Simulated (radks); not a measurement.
Values are calculated unless marked as measured or tabulated.
Problem. These are the eigenvalues of the occupied orbitals of an atom or ion with whole-number occupations (hartree). Code: a radial shooting solver on a logarithmic mesh with Libxc functionals. Model: non-relativistic Kohn-Sham, TPSS, spin-polarised, spherical densities, point nucleus; meta-GGA in the generalised Kohn-Sham scheme.

1s up: -746.2370
1s down: -745.9565
2s up: -157.2175
2s down: -156.7679
2p up: -150.9549
2p down: -150.4178

Which element is it, and in what charge state? The configuration may be excited. Open shells, if any, are filled with parallel spins first.

Solution. Z = 41, niobium, charge +32: Nb32+ in [He] 2s2 2p5. The list shows which subshells hold electrons but not how many an open one holds; the 1s level, -746.24 hartree, gives Z - s = 38.6 by -(Z - s)^2/2, which with screening narrows Z to a few neighbours, and the depths of the outer levels then fix element, charge and occupations together.
